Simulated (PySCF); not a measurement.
CH4MgSSe, SMILES [S](C)[Mg][SeH]. Atoms are numbered in the order given.

```xyz
8

Mg     0.3781     0.0395    -0.0822
S      2.2113    -0.8570    -1.1563
C      1.5408    -2.3951    -1.9371
H      1.1650    -3.1071    -1.1887
H      2.3757    -2.8690    -2.4719
H      0.7476    -2.1755    -2.6657
Se    -1.5364     1.0435     1.0346
H     -1.2150     0.2809     2.2607
```
Charge 0, spin multiplicity 1.

The structure is a stationary point at B3LYP-D3(BJ)/def2-SVP. The structure was generated by enumeration; whether it is a known compound was not checked. Other conformers were not sampled.

These are PySCF with PBE/def2-TZVP values and carry that method's errors.

ESP charges are fitted to the potential on shells at 1.4 to 2.0 van der Waals radii. Atomic charges (e):

```
atom  ESP fit  Mulliken  meta-Löwdin
----  -------  --------  -----------
Mg1      0.66      0.63         1.26
S2      -0.41     -0.36        -0.63
C3      -0.36     -0.36        -0.39
H4       0.11      0.14         0.12
H5       0.18      0.15         0.14
H6       0.13      0.14         0.13
Se7     -0.41     -0.47        -0.70
H8       0.09      0.12         0.07
```
